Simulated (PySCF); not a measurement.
TeHI, SMILES I[TeH]. Heavy atoms are numbered as in [TeH:1][I:3]. Hydrogens are named by the atom that carries them.

Geometry optimised at PBE0-D3(BJ)/def2-TZVP. The def2 effective core potentials stand for the cores of I, Te; spin–orbit coupling is left out.

All values below come from HF/def2-TZVPD (PySCF).

Mulliken values depend strongly on the basis, most of all with diffuse functions as here. ESP charges are fitted to the potential on shells at 1.4 to 2.0 van der Waals radii. Atomic charges (e), one atom of each kind:

```csv
atom,ESP fit,Mulliken
Te1 (TeH),(withheld),0.02
H on Te1,(withheld),0.09
I3,(withheld),-0.11
```

### Question
What belongs in the gaps? (Estimate from the structure and the level; the computed values follow.)

### Answer

- Te1 (TeH), ESP fit: 0.02
- H on Te1, ESP fit: 0.07
- I3, ESP fit: -0.09
